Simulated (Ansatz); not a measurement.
Mulliken charges of H2OSeZn (`[OH][Zn][SeH]`) from ωB97M-V/def2-TZVPP in Ansatz (PBE0-D4/def2-TZVP geometry).

| atom | x (Å) | y (Å) | z (Å) | charge (e) |
| --- | --- | --- | --- | --- |
| O1 | -1.711 | -0.489 | -0.725 | -0.499 |
| Zn2 | -0.164 | -0.262 | 0.116 | 0.469 |
| Se3 | 1.853 | -0.107 | 1.151 | -0.225 |
| H4 | -2.372 | 0.187 | -0.569 | 0.175 |
| H5 | 2.395 | 0.670 | 0.027 | 0.080 |

**Question.** By hand: the dipole of these point charges (1 e Å = 4.8032 D).

**Answer.** Σ q r = (0.136, 0.232, 0.060) e Å, of length 0.276 e Å = 1.33 D.

**Question.** How does the dipole of the full density compare? (Best estimate.)

**Answer.** Computed: (-0.052, 0.286, 0.043) e Å, 1.41 D; the point charges give 0.94 times that, at 40° from its direction.

Point charges leave out the atoms' own dipoles, such as those of lone pairs, and Mulliken's split depends on the basis, so the two needn't agree.
